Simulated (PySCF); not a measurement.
C2H6GeSe, SMILES [GeH3]/[CH]=C\[SeH], singlet, PBE0/def2-SVP optimised geometry.

```
10

Ge     1.14     0.78     0.00
C     -0.04    -0.76     0.00
C     -1.38    -0.76     0.00
Se    -2.59     0.69     0.00
H      2.59     0.28     0.00
H      0.90     1.65    -1.25
H      0.90     1.65     1.25
H      0.44    -1.75     0.00
H     -1.94    -1.71     0.00
H     -1.58     1.75     0.00
```

Density from PBE0/def2-TZVP run with PySCF 2.14.0 at that geometry.

Minimum of the electron density along straight lines between bonded atoms, close to the bond critical point (lines longer than 1.1 times the sum of covalent radii, or with two minima, are not listed):

| bond | length / Å | ρ at the minimum / e bohr⁻³ | ∇²ρ there / e bohr⁻⁵ | position (fraction from the first atom) |
|---|---|---|---|---|
| Ge1–C2 | 1.940 | 0.129 | 0.13 | 0.47 |
| C2–C3 | 1.340 | (withheld) | -1.00 | 0.48 |
| C3–Se4 | 1.889 | 0.166 | (withheld) | 0.49 |
| Ge1–H5 | 1.538 | 0.133 | 0.06 | 0.59 |
| Ge1–H6 | 1.543 | 0.132 | 0.06 | 0.59 |
| Ge1–H7 | 1.543 | 0.132 | 0.06 | 0.59 |
| C2–H8 | 1.097 | 0.273 | -0.93 | 0.65 |
| C3–H9 | 1.097 | 0.278 | -0.97 | 0.65 |
| Se4–H10 | 1.471 | (withheld) | -0.33 | 0.63 |

Some entries are withheld; supply them.


- C2–C3, ρ at the minimum / e bohr⁻³: 0.341
- C3–Se4, ∇²ρ there / e bohr⁻⁵: -0.19
- Se4–H10, ρ at the minimum / e bohr⁻³: 0.177
